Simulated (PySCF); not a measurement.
A run for PySCF: R-BP86/LANL2DZ on HBr, a point of a bond scan (R = 1.567 Å).

```python
from pyscf import gto, scf, dft, mp
from pyscf.data.elements import chemcore

mol = gto.M(
    atom='''
    Br   -0.00000000   -0.00000000   -0.03957816
    H     0.00000000    0.00000000    1.52771693
    ''',
    basis='lanl2dz',
    ecp={'Br': 'lanl2dz'},
    charge=0, spin=0, verbose=3, max_memory=1800)
mf = dft.RKS(mol, xc='b88,p86')
mf.conv_tol = 1e-8
mf.max_cycle = 100
mf.kernel()
if not mf.converged:
    mf = mf.newton().run(mf.mo_coeff, mf.mo_occ)
```

Task: What total energy does the run end on?

Result: -13.7827 hartree.
